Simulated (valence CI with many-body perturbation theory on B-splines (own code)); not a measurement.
E1 transitions of W⁴³⁺

Computed by relativistic CI+MBPT: three valence electrons over a frozen Dirac-Fock core [Ar] 3d10, radial functions for each j: 11 s, 11 p, 10 d, 8 f, 5 g, 2 h, with the one-electron correlation potential Σ1, the two-electron term Σ2, the three-electron term Σ3, Breit, model QED; selected CI, second order for the rest, scaled by the run's own slope (own B-spline code, finite nucleus).

The last digits are not significant, and no measured levels were compared; by estimate large intervals hold to a few tenths of a per cent, small ones and those within an open d or f shell to about a per cent.

Lines 1 to 50 of 538 in falling wavelength, among levels below 60.624 Ry, chosen from the strongest by gf and those to the six lowest levels. Wavelengths and rates use the calculated energies. Electric multipoles are in the length gauge, E1 and E2 with the static RPA response of the core. Weak lines are less certain than strong ones. Lines between different terms over intervals too small for the method are left out, as are lines whose strength nearly cancels. Where a level lies close to another of its J and parity, the split of strength between their lines is uncertain. The highest levels of a list are the least certain.

Levels are named by their leading jj configuration (3d3/2^4 stands for four electrons in 3d with j = 3/2), which in mixed levels can hold well under half, so a name can repeat and another be missing. Letters in brackets count levels of one name in rising energy.

```tsv
λ vac (Å)	Upper	Lower	A (s⁻¹)	log gf	Branch %
148.3	(4s 4p1/2 4p3/2) J=3/2 [a]	(4s^2 4p3/2) J=3/2	2.26e+09	-1.53	44.5
138.4	(4p1/2 4p3/2 4d5/2) J=7/2 [b]	(4s 4p3/2 4d5/2) J=5/2 [b]	1.34e+10	-0.51	1.7
136.4	(4s 4p1/2 4f5/2) J=7/2	(4s 4p3/2 4d3/2) J=5/2 [a]	1.36e+10	-0.52	35.6
135.0	(4s 4p1/2 4f7/2) J=9/2	(4s^2 4f7/2) J=7/2	1.15e+10	-0.50	9.4
134.8	(4s 4p1/2 4p3/2) J=5/2	(4s^2 4p3/2) J=3/2	1.38e+10	-0.65	100.0
133.0	(4p1/2 4p3/2 4f7/2) J=11/2	(4s 4p3/2 4f7/2) J=9/2 [b]	1.58e+10	-0.30	3.5
130.8	(4p1/2 4p3/2 4f7/2) J=9/2 [c]	(4p3/2^2 4d5/2) J=7/2	1.17e+10	-0.52	1.6
129.4	(4p1/2 4p3/2 4f5/2) J=9/2	(4s 4p3/2 4f5/2) J=7/2 [b]	1.46e+10	-0.44	2.1
128.1	(4s 4p1/2^2) J=1/2	(4s^2 4p1/2) J=1/2	2.96e+10	-0.84	100.0
127.7	(4p1/2^2 4p3/2) J=3/2	(4s 4p1/2 4p3/2) J=3/2 [b]	1.63e+10	-0.80	4.8
123.2	(4p1/2 4p3/2 4f7/2) J=9/2 [c]	(4s 4p3/2 4f5/2) J=9/2	1.42e+10	-0.49	1.9
122.4	(4p1/2^2 4d5/2) J=5/2	(4s 4p1/2 4d5/2) J=5/2 [b]	2.59e+10	-0.46	8.3
122.2	(4p1/2 4p3/2 4f5/2) J=9/2	(4s 4d5/2^2) J=9/2	1.72e+10	-0.41	2.5
120.1	(4p1/2 4p3/2 4f7/2) J=7/2 [a]	(4s 4p3/2 4f7/2) J=9/2 [a]	3.14e+10	-0.26	6.7
119.4	(4s 4p1/2 4p3/2) J=3/2 [b]	(4s^2 4p3/2) J=3/2	1.90e+10	-0.79	5.1
119.0	(4p1/2^2 4f7/2) J=7/2	(4s 4p1/2 4f7/2) J=5/2	3.19e+10	-0.27	11.3
118.5	(4p1/2 4p3/2 4f7/2) J=7/2 [d]	(4s 4p3/2 4f5/2) J=9/2	3.01e+10	-0.30	2.7
117.9	(4p1/2 4p3/2 4f7/2) J=9/2 [a]	(4s 4p3/2 4f7/2) J=9/2 [a]	2.32e+10	-0.32	6.4
116.8	(4p1/2 4p3/2 4f7/2) J=9/2 [b]	(4s 4p3/2 4f7/2) J=11/2	3.94e+10	-0.09	6.0
116.6	(4p1/2^2 4f7/2) J=7/2	(4s 4p1/2 4f7/2) J=9/2	4.98e+10	-0.09	17.7
116.6	(4p1/2^2 4d5/2) J=5/2	(4s 4p1/2 4d5/2) J=7/2	5.30e+10	-0.19	17.0
116.5	(4p1/2^2 4f7/2) J=7/2	(4s 4p1/2 4f7/2) J=7/2 [b]	3.16e+10	-0.29	11.2
116.5	(4s 4p1/2 4p3/2) J=1/2	(4s^2 4p3/2) J=3/2	2.63e+10	-0.97	3.7
116.3	(4p1/2 4p3/2 4f7/2) J=7/2 [c]	(4s 4d5/2^2) J=9/2	2.82e+10	-0.34	3.0
116.1	(4p1/2 4d3/2 4d5/2) J=7/2 [b]	(4s 4d3/2 4d5/2) J=9/2	3.28e+10	-0.28	3.2
116.0	(4p1/2^2 4d3/2) J=3/2	(4s 4p1/2 4d3/2) J=5/2	5.81e+10	-0.33	40.6
115.8	(4p1/2 4p3/2 4f7/2) J=11/2	(4s 4p3/2 4f7/2) J=11/2	2.57e+10	-0.21	5.7
113.8	(4p1/2^2 4p3/2) J=3/2	(4s 4p1/2 4p3/2) J=5/2	6.34e+10	-0.31	18.6
113.2	(4p1/2 4p3/2 4d5/2) J=7/2 [a]	(4s 4p3/2 4d5/2) J=9/2	4.15e+10	-0.20	6.4
110.7	(4p1/2 4p3/2 4d5/2) J=9/2	(4s 4p3/2 4d5/2) J=9/2	2.87e+10	-0.28	7.7
110.6	(4p1/2^2 4f5/2) J=5/2	(4s 4p1/2 4f5/2) J=7/2	3.76e+10	-0.38	9.6
105.7	(4p1/2^2 4p3/2) J=3/2	(4s 4p1/2 4p3/2) J=3/2 [a]	1.67e+10	-0.95	4.9
93.18	(4s 4p1/2 4d3/2) J=3/2 [a]	(4s 4p1/2 4p3/2) J=3/2 [b]	1.56e+10	-1.09	28.2
88.54	(4s 4p1/2 4d3/2) J=5/2	(4s 4p1/2 4p3/2) J=3/2 [b]	7.55e+08	-2.27	2.2
85.54	(4s 4p1/2 4d3/2) J=3/2 [a]	(4s 4p1/2 4p3/2) J=5/2	5.99e+09	-1.58	10.8
82.38	(4p1/2 4d3/2 4d5/2) J=9/2	(4p1/2 4p3/2 4d5/2) J=9/2	4.50e+10	-0.34	22.9
81.62	(4s 4p1/2 4d3/2) J=5/2	(4s 4p1/2 4p3/2) J=5/2	2.08e+10	-0.91	61.1
80.95	(4s 4p1/2 4d3/2) J=1/2	(4s 4p1/2 4p3/2) J=3/2 [b]	2.98e+09	-2.23	0.2
80.87	(4s 4p1/2 4d3/2) J=3/2 [a]	(4s 4p1/2 4p3/2) J=3/2 [a]	5.44e+09	-1.67	9.9
80.41	(4s 4p1/2 4d3/2) J=3/2 [b]	(4s 4p1/2 4p3/2) J=3/2 [b]	1.26e+10	-1.31	1.0
78.48	(4s 4d5/2 4f7/2) J=11/2 [a]	(4s 4p3/2 4f5/2) J=9/2	4.75e+10	-0.28	14.9
77.36	(4s 4p1/2 4d3/2) J=5/2	(4s 4p1/2 4p3/2) J=3/2 [a]	1.96e+09	-1.98	5.8
77.16	(4s^2 4d3/2) J=3/2	(4s^2 4p3/2) J=3/2	3.52e+09	-1.90	0.3
76.65	(4s 4p1/2 4d5/2) J=5/2 [a]	(4s 4p1/2 4p3/2) J=3/2 [b]	2.56e+09	-1.87	0.8
76.45	(4s 4d5/2 4f7/2) J=7/2 [b]	(4s 4p3/2 4f7/2) J=5/2 [b]	4.41e+10	-0.51	8.5
74.66	(4s 4p1/2 4d3/2) J=3/2 [b]	(4s 4p1/2 4p3/2) J=5/2	1.40e+09	-2.33	0.1
74.24	(4s 4p3/2 4f7/2) J=9/2 [b]	(4s 4p3/2 4d5/2) J=7/2 [b]	4.58e+10	-0.42	7.8
73.98	(4s 4d5/2 4f7/2) J=11/2 [b]	(4s 4p3/2 4f5/2) J=9/2	1.01e+11	0.00	17.3
73.18	(4s 4p1/2 4f7/2) J=7/2 [b]	(4s 4p1/2 4d5/2) J=5/2 [b]	5.02e+10	-0.49	14.9
73.05	(4p1/2 4p3/2 4d5/2) J=5/2 [a]	(4p1/2 4p3/2^2) J=5/2	7.52e+10	-0.44	12.0
```
